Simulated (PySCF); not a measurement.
Si(Cl)(OH)(SH)2 (ClH₃OS₂Si), SMILES Cl[Si](O)(S)S. Geometry optimised at B3LYP-D3(BJ)/def2-SVP. The structure was generated by enumeration, and PubChem lists no compound with its InChIKey, so it may never have been made. Other conformers were not sampled.

Computed with B3LYP-D3(BJ)/def2-SVP (PySCF 2.14.0).

Harmonic wavenumbers (cm⁻¹): 121, 129, 183, 209, 218, 262, 266, 313, 424, 570, 578, 736, 763, 835, 924, 2663, 2665, 3848. Rotational constants (GHz): 1.823, 1.668, 1.238; symmetry number 1.

### Question
Work out the zero-point energy and the ideal-gas rigid-rotor harmonic-oscillator thermochemistry at 298.15 K and 1 atm.

### Answer
ZPE = ½ Σ hcν = ½ × 15706 cm⁻¹ = 22.45 kcal/mol. H − E(el) = 28.17 kcal/mol. Entropy in cal/(mol K): translation 40.86, rotation 28.84, vibration 19.67, total 89.37. G − E(el) = 1.52 kcal/mol. Cp = 28.57 cal/(mol K). Modes under 150 cm⁻¹ make the vibrational entropy uncertain.
